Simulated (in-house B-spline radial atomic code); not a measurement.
Ti5+: 1s1 2s2 2p6 3s2 3p6 (with a hole in an inner shell)

Computed with a B-spline radial code for spherical atoms: Dirac-Hartree-Fock, average of configuration, Fermi nucleus of rms radius 3.5921 fm.

Z_r = [3n² - l(l+1)]/(2<r>); Z_e = n√(-2ε); the last column is Slater's effective charge. Values are occupation-weighted means over j.

| shell | electrons | ε (eV) | <r> (bohr) | Z_r | Z_e | Slater |
| --- | --- | --- | --- | --- | --- | --- |
| 1s | 1 | -5383 | 0.06897 | 21.75 | 19.89 | 22.00 |
| 2s | 2 | -720.54 | 0.3115 | 19.26 | 14.55 | 18.70 |
| 2p | 6 | -627.28 | 0.2741 | 18.24 | 13.58 | 18.70 |
| 3s | 2 | -160.02 | 0.918 | 14.71 | 10.29 | 11.75 |
| 3p | 6 | -128.38 | 0.9487 | 13.18 | 9.22 | 11.75 |

The least bound orbital is 3p3/2 at -128.1 eV, and it is also the most diffuse (<r> = 0.9507 bohr). The part-filled 1s shell lies below the filled 3p shell in orbital energy.

Spin-orbit splittings of the orbital energies (j = l + 1/2 above j = l - 1/2 when positive): 2p 6.955 eV, 3p 0.9735 eV.

For the 1s electron the small component carries 0.633 % of the norm, the zero-frequency Breit interaction raises the level by 1.451 eV, self-energy by 2.371 eV, and vacuum polarisation lowers it by 0.1843 eV.
